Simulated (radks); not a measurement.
Results of a calculation; reference values are marked as such.
Question: Excited configurations of Ce III: one electron is placed in a higher orbital outside [Xe] 4f1. The ground configuration is [Xe] 4f2. Level of theory: Dirac Kohn-Sham, BLYP, spin-unpolarised, spherical densities, point nucleus; open shells are shared between the two j in proportion to 2j + 1 (a radial shooting solver on a logarithmic mesh with Libxc functionals). Excitation = E - E(ground); binding = E(ion) - E, where the ion is the core of charge +3; n* = 3/sqrt(2 binding) in atomic units, and the quantum defect is n - n*. Eigenvalue and <r> are those of j = l + 1/2.

| outer orbital | excitation (eV) | binding (eV) | n* | quantum defect | eigenvalue (eV) | <r> (bohr) |
|---|---|---|---|---|---|---|
| 5d | 1.244 | 19.094 | 2.532 | 2.468 | -14.668 | 2.586 |
| 6p | 6.309 | 14.030 | 2.954 | 3.046 | -11.413 | 4.309 |
| 6d | 11.182 | 9.157 | 3.657 | 2.343 | -7.546 | 5.947 |
| 7s | 10.889 | 9.450 | 3.600 | 3.400 | -8.054 | 6.726 |
| 7d | 14.500 | 5.838 | 4.580 | 2.420 | -4.867 | 9.872 |

Estimate the row for 5f.

Answer: excitation (eV) 12.439; binding (eV) 7.900; n* 3.937; quantum defect 1.063; eigenvalue (eV) -6.099; <r> (bohr) 5.634. The Delta-SCF ionisation energy is 20.339 eV (NIST Atomic Spectra Database: 20.197 eV, semi-empirical). Self-interaction in the functional shifts the binding energies and quantum defects, so they are the method's values and not measured ones. Spin polarisation and multiplet splitting are left out, so open shells lie too high by an amount that depends on their filling. Sharing an open shell by 2j + 1 raises it above the true ground level by a part of the spin-orbit splitting, which enters the differences from NIST.

Beside tabulated values, note that spin-unpolarised runs miss the spin-polarisation part of the exchange energy of open shells.
